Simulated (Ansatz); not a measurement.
Two isomers of C3H8Si2: A = `CC1=C[SiH2][SiH2]1`, B = `C=C=C([SiH3])[SiH3]`.

Computed with Ansatz on PBE0-D4/def2-TZVP structures; ΔE is electronic, products minus reactants. CCSD(T)/CBS adds triple-zeta CCSD(T) − MP2 to the extrapolated MP2 energy (def2 sets, frozen cores). Functionals use def2-TZVPP. B3LYP here is the variant with VWN-RPA as its local correlation; programs differ in this.

Q: Which isomer does CCSD(T)/CBS put lower? Give the gap. (An estimate is asked.)

A: Ansatz gave: A, by 16.5 kcal/mol.

Q: Give E(B) − E(A) in kcal/mol with PBE-D4, MP2/def2-TZVPP, r2SCAN-D4, B3LYP-D4, ωB97M-V, PBE0-D4, CCSD(T)/def2-TZVPP. (Estimate.)

A: The calculation gave: PBE-D4 18.0, MP2/def2-TZVPP 16.2, r2SCAN-D4 15.3, B3LYP-D4 11.9, ωB97M-V 15.3, PBE0-D4 19.8, CCSD(T)/def2-TZVPP 15.8. None reverses the order clearly.

Largest T1 diagnostic: 0.013.

From PBE to PBE0 (25 % exact exchange), in def2-TZVPP and without D4, E(B) − E(A) moves by +1.9 kcal/mol. In def2-TZVPP, CCSD(T) changes the Hartree–Fock value by +6.1 kcal/mol (the triples alone add +0.4 kcal/mol) and MP2 by +6.6 kcal/mol.
